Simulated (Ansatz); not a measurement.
## Cost against result

The pair of HBr (SMILES Br, atoms 1–2) and CH$_{4}$S (SMILES CS, atoms 3–8), both closed shells, in one local arrangement (a lower one may exist), relaxed at PBE0-D4/def2-TZVP:

Br1  (-0.324, -0.079, -2.947)
H2  (0.465, 0.115, -1.730)
C3  (-0.320, -0.378, 0.921)
S4  (1.209, 0.358, 0.302)
H5  (-0.537, -0.031, 1.929)
H6  (-0.148, -1.454, 0.946)
H7  (-1.153, -0.171, 0.250)
H8  (0.808, 1.640, 0.331)
(Å)

Interaction energies are counterpoise-corrected; the time is that of the whole pair.

Ansatz 0.2.0; basis: as named in each row; cores frozen in the correlated methods. Filled d shells of the heavier atoms are correlated. The def2 sets are not built for correlating such inner shells, so the correlated values are less sure here. B3LYP uses VWN-RPA correlation. Extrapolation: Hartree–Fock as exp(−7.88 √X), correlation as X^−2.97.

Times are rough, for one single point on 4 threads of a shared host (Intel Xeon 6975P-C).

The estimate by CCSD(T) at an estimated basis limit (MP2 extrapolated from triple and quadruple zeta, plus CCSD(T) − MP2 in triple zeta) is -4.93 kcal/mol.

```
   method        basis  time (s)  interaction energy (kcal/mol)  method less estimate
       HF       STO-3G   under 1                           1.67                  6.59
   PBE-D4       STO-3G   under 1                          -7.27                 -2.34
    SPW92     def2-SVP   under 1                         -10.52                 -5.60
   PBE-D4     def2-SVP   under 1                          -7.38                 -2.46
 B3LYP-D4        6-31G   under 1                          -5.34                 -0.42
  PBE0-D4     def2-SVP   under 1                          -6.69                 -1.76
   PBE-D4  def2-TZVPPD         1                          -7.36                 -2.44
revPBE-D4  def2-TZVPPD         1                          -6.62                 -1.69
  BLYP-D4  def2-TZVPPD         1                          -6.16                 -1.23
  CCSD(T)     def2-SVP         2                          -1.57                  3.36
  PBE0-D4  def2-TZVPPD         2                          -6.57                 -1.64
  wB97M-V     def2-SVP         2                          -4.77                  0.16
 B3LYP-D4  def2-TZVPPD         2                          -5.82                 -0.89
r2SCAN-D4  def2-TZVPPD         2                          -6.74                 -1.81
 HSE06-D4  def2-TZVPPD         3                          -6.63                 -1.70
   B2PLYP  def2-TZVPPD         3                          -4.06                  0.87
  wB97X-V  def2-TZVPPD         4                          -4.71                  0.22
  wB97M-V  def2-TZVPPD         4                          -4.62                  0.30
   B97M-V  def2-TZVPPD         4                          -5.10                 -0.18
      MP2  def2-QZVPPD        10                          -5.75                 -0.83
  CCSD(T)  def2-TZVPPD        30                          -3.74                  1.19
```

No T1 diagnostic of these runs exceeds 0.010.
